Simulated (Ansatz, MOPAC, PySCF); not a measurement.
Torsion Si1–Pb2–S3–H7 in H4PbSSi (SMILES [SiH3][Pb][SH]); at each angle all else is relaxed with GFN2-xTB, and the levels are single points there.
Geometry at 180° (charge 0, multiplicity 1):
```csv
atom,x (Å),y (Å),z (Å)
Si,-1.3065,-0.1785,0.0106
Pb,0.7386,1.5354,-0.2600
S,2.4708,-0.2310,0.2175
H,-1.1996,-1.4144,-0.7611
H,-2.5939,0.3910,-0.4104
H,-1.5564,-0.6184,1.3838
H,3.5707,0.5017,0.1136
```

On the grid 0° to 330°, 90° is the highest and 180° the lowest point at MP2/CBS(def2-TZVPP, def2-QZVPP) + ΔCCSD(T)/def2-TZVPP.

The state that AM1 reach isn't checked.

Codes used: Ansatz (a quantum-chemistry and plane-wave program); MOPAC for AM1 (differences of heats of formation); PySCF for the dispersion terms. Each number belongs to the level named beside it. In def2 rows elements past Kr take small-core potentials, without spin–orbit coupling.

Task: One of these levels gives 448.3 meV for the energy at 90° less that at 180°. Which?
(A) BLYP-D3(BJ)/def2-TZVPP
(B) SVWN5/def2-TZVPP
(C) AM1

Result: A, BLYP-D3(BJ)/def2-TZVPP. The others give 367.7 (AM1), 517.7 (SVWN5/def2-TZVPP)
